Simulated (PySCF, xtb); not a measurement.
CH4BClO, SMILES CB(O)Cl.

The structure is a stationary point at B3LYP-D3(BJ)/def2-SVP. One conformer was computed; it need not be the lowest.

The numbers are results of IEF-PCM-M06-2X/def2-SVP in PySCF, not measurements.

The values are the electrostatic part of the solvation free energy, E(continuum) − E(gas) at the gas-phase geometry, in a cavity of scaled van der Waals radii (PySCF's table); cavitation and dispersion terms are not included. In vacuum the orbital gap is 11.46 eV. The dipole moment in vacuum is 0.71 D.

```tsv
solvent	ε	ΔG(elec) (kcal/mol)	dipole (D)	gap (eV)
water	78.36	-4.0	0.88	11.58
acetonitrile	35.69	-3.9	0.87	11.58
chloroform	4.71	-2.9	0.83	11.55
```

For comparison, GFN2-xTB/ALPB(water) (xtb, at the GFN2-xTB geometry, all terms of that model) gives -5.7 kcal/mol.
